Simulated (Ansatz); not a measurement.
The cluster Sb₂As⁺. The state is a quintet with charge 1. Geometry PBE-D4/def2-TZVP; atoms count from 1.

```xyz
3

As   -0.7326   -0.4129   -1.1733
Sb    0.2976   -1.2866    1.1550
Sb    0.4350    1.6995    0.0183
```

In the def2 sets Sb takes a core potential; there is no spin–orbit coupling. At PBE0-D4/def2-TZVP a singlet of charge 1 lies 2.63 eV below the quintet, each at its own geometry. The structure comes from a short search, and lower isomers may exist.

Q: Estimate the Mulliken populations from the PBE0/def2-TZVP orbitals of Ansatz.

A: 
```json
{"atom": "As1", "charge (e)": "0.10", "spin (α − β)": "1.08"}
{"atom": "Sb2", "charge (e)": "0.45", "spin (α − β)": "1.46"}
{"atom": "Sb3", "charge (e)": "0.45", "spin (α − β)": "1.46"}
```
Mulliken values depend strongly on the basis.

Q: Where does the spin sit?

A: Summed by element: As 1.08, Sb 2.92, of 4 unpaired in all. Largest on single atoms: Sb2 1.46, Sb3 1.46, As1 1.08.

Q: And the Mayer bond orders between heavy atoms (over 0.3)?

A: As1–Sb2 1.04 (2.69 Å); As1–Sb3 1.04 (2.69 Å); Sb2–Sb3 0.67 (3.20 Å).
